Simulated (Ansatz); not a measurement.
Reaction (isomerisation): `[SiH3]C[CH2][GeH3]` → `C[SiH2][CH2][GeH3]`

Computed with Ansatz on PBE0-D4/def2-TZVP structures; ΔE is electronic, products minus reactants. CBS: MP2 limit from def2 TZ/QZ plus the TZ coupled-cluster correction, frozen cores. Functionals use def2-TZVPP. B3LYP here is the variant with VWN-RPA as its local correlation; programs differ in this. For Ge outer-core shells are correlated without core-valence functions, which leaves a few kJ/mol of doubt a bond. Scalar relativity is left out up to krypton. Each species was taken in one conformer, which may not be the lowest.

`[SiH3]C[CH2][GeH3]`:

Cartesian coordinates in Å:
```
Si -0.568 2.072 0.855
C -0.275 0.646 -0.334
C 0.268 -0.601 0.364
Ge 0.572 -2.097 -0.869
H 0.706 2.439 1.532
H -1.093 3.271 0.146
H -1.549 1.667 1.900
H 0.416 0.985 -1.114
H -1.219 0.425 -0.845
H -0.422 -0.943 1.142
H 1.216 -0.384 0.867
H 1.580 -1.674 -1.955
H -0.754 -2.474 -1.558
H 1.121 -3.331 -0.131
```

`C[SiH2][CH2][GeH3]`:

Z-matrix (Å, degrees):
```
C
Si 1 1.871
H 1 1.093 2 111.3
H 1 1.092 2 110.7 3 120.0
H 1 1.093 2 110.9 3 -120.2
C 2 1.872 1 111.7 3 61.8
H 2 1.491 1 109.7 3 -58.9
H 2 1.492 1 109.4 3 -176.6
Ge 6 1.957 2 114.6 1 -59.4
H 6 1.094 2 109.2 1 179.6
H 6 1.094 2 109.8 1 62.5
H 9 1.539 6 110.1 2 -53.4
H 9 1.539 6 110.6 2 -173.6
H 9 1.540 6 110.3 2 66.4
```

Problem. Is it downhill or uphill in electronic energy at CCSD(T)/CBS, and by how much? (Estimate.)

Solution. Computed: Downhill: ΔE = -62.7 kJ/mol.

Problem. What do these levels give: B3LYP-D4, ωB97X-V, ωB97M-V, PBE, r2SCAN, PBE0, B3LYP, HF/def2-TZVPP, CCSD(T)/def2-TZVPP, HF/def2-QZVPP, MP2/def2-QZVPP, CCSD/CBS(def2)? (Best estimate.)

Solution. Ansatz gave: B3LYP-D4 -61.2, ωB97X-V -61.2, ωB97M-V -64.2, PBE -59.8, r2SCAN -65.3, PBE0 -61.7, B3LYP -59.4, HF/def2-TZVPP -59.1, CCSD(T)/def2-TZVPP -61.5, HF/def2-QZVPP -59.3, MP2/def2-QZVPP -64.7, CCSD/CBS(def2) -62.4 kJ/mol.

Largest T1 diagnostic among the species: 0.011.
